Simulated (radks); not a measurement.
Q: The table gives one normalised radial function P(r) = r R(r) (large component) of Yb in [Xe] 4f14 6s2 (r in bohr). Method: Dirac Kohn-Sham, exchange-only PBE, spin-unpolarised, spherical densities, finite nucleus; Fermi nuclear charge, rms radius 5.3108 fm; computed with a radial shooting solver on a logarithmic mesh with Libxc functionals.

r	P
0.001829	0.0000
0.002932	0.0000
0.004662	0.0000
0.007475	0.0000
0.01189	0.0001
0.01906	0.0005
0.03056	0.0029
0.0486	0.0137
0.07791	0.0583
0.1239	0.1981
0.1986	0.5206
0.3159	0.9466
0.5065	1.1381
0.812	0.8981
1.291	0.5147
2.07	0.2265
3.293	0.0845
5.279	0.0259
8.396	0.0063
13.46	0.0008

Which n and l does it have? It may be an empty orbital.

A: n = 4, l = 3: the number of nodes gives n - l - 1 = 0, the rise at small r points to l (this Dirac orbital starts outside the nucleus as r^gamma with gamma = sqrt((l + 1)^2 - (Z/c)^2) = 3.97; the j = 7/2 orbital of l + 1 starts with the same power, but with a smaller coefficient, and then steepens), and the extent must fit the shell. The curve is that of 4f7/2; the two j differ most near the nucleus, where j = l - 1/2 has the larger amplitude, and in heavy atoms j = l - 1/2 is also the more compact. 4f7/2: eigenvalue -1.431 eV, 0 radial nodes, <r> = 0.809 bohr, 90 % of the charge inside 1.43 bohr.
